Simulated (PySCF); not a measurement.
**How methods differ on the ionisation energy of Cl(2+)**

Cl(2+) [Ne] 3s2 3p3 (4S) → Cl(3+) [Ne] 3s2 3p2 (3P), as a difference of total energies. Calculation: PySCF 2.14, in aug-cc-pVTZ-DK; the spin-free X2C one-electron Hamiltonian (Gaussian nucleus). Correlated levels: valence: [Ne] frozen. The calculations carry no spin-orbit coupling.

```csv
method,ionisation energy (eV)
UHF,38.963
LDA,39.662
PBE,39.580
PBE0,39.663
r2SCAN,39.831
r2SCANh,39.825
revPBE,39.559
TPSS,39.661
BP86,39.609
MP2 (valence),39.608
SCS-MP2 (valence),39.411
```

Task: How much does correlation contribute at MP2 (valence)?

Result: 39.608 − (38.963) = 0.645 eV, measured against UHF.

A first-order spin-orbit estimate (lowest level to lowest level, LS coupling) adds -0.102 eV.

Errors of the correlated levels include the incompleteness of this basis and the frozen core.

For comparison: 39.8 ± 0.11 eV (semi-empirical (NIST evaluation); NIST Atomic Spectra Database, ionization energies).
